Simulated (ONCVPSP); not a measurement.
**phosphorus (P): one change to an ONCV potential, before and after**

```
Element                 : P
Generator               : ONCVPSP 4.0.1
Type                    : optimised norm-conserving Vanderbilt (ONCV)
Functional              : PBEsol
Relativity              : scalar-relativistic
Frozen core             : [Ne]
Valence charge          : 5
Reference configuration : 3s2 3p1 (charge +2)
Partial waves           : 3s: rc 1.35 bohr, ncon 3, nbas 6, qcut 3.8 1/bohr, 3 projectors, debl 3 Ha; 3p: rc 1.40 bohr, ncon 4, nbas 8, qcut 4.8 1/bohr, 2 projectors, debl 2.6 Ha; d scattering state at 0.43 Ha: rc 1.15 bohr, ncon 5, nbas 9, qcut 8.3 1/bohr, 3 projectors, debl 2.1 Ha
Local potential         : polynomial inside 0.95 bohr (lpopt 5, dvloc0 0 Ha)
Core correction         : none
```

Change: all radii scaled by about 0.85 (s 1.14, p 1.18, d 0.98 bohr); local potential polynomial inside 0.80 bohr (lpopt 5, dvloc0 0 Ha).

Cutoffs: the cutoffs (Ha) at which the residual kinetic energy of the hardest occupied pseudo-wave falls to 1 and 0.1 mHa per electron; they do not see the model core or the augmentation charge, which bear on the density cutoff. Errors are all-electron minus pseudo energies relative to the spin-unpolarised reference configuration.

Problem. Predict the effect on cutoff, ghosts and configuration errors.

Solution. The potential gets harder (21 Ha and 45 Ha → 130 Ha and 154 Ha); the bound ghosts move from d, s to d, p, s; of the 4 tests that both files solve, the error grows in 0 and shrinks in 1 by more than 15 % and 0.3 meV (median size 9.6 → 8.4 meV). A smaller radius makes the pseudo-wave follow the all-electron one further in, where it bends more sharply, so more plane waves are needed.

| quantity | base | changed |
| --- | --- | --- |
| cutoff, loose | 21 Ha | 130 Ha |
| cutoff, tight | 45 Ha | 154 Ha |
| loose cutoff by channel | s 21 Ha, p 5.5 Ha | s 43 Ha, p 130 Ha |
| bound ghosts | s, d | s, p, d |
| GHOST(+) flags under 300 eV | s at 206.9 eV | p at 152.8 eV |
| error for 3s2 3p3, meV [ΔE -28.81 eV] | +12 | +11 |
| error for 3s2 3p2, meV [ΔE -19.11 eV] | +6.3 | +5.7 |
| error for 3s2 3p0, meV [ΔE 29.71 eV] | +15 | +14 |
| error for 3s0 3p5, meV [ΔE -11.66 eV] | +7.1 | +5.0 |

 A true bound ghost makes a file unfit for plane-wave use even where its test errors are small: the radial tests pick states by their node count and pass the ghost by.
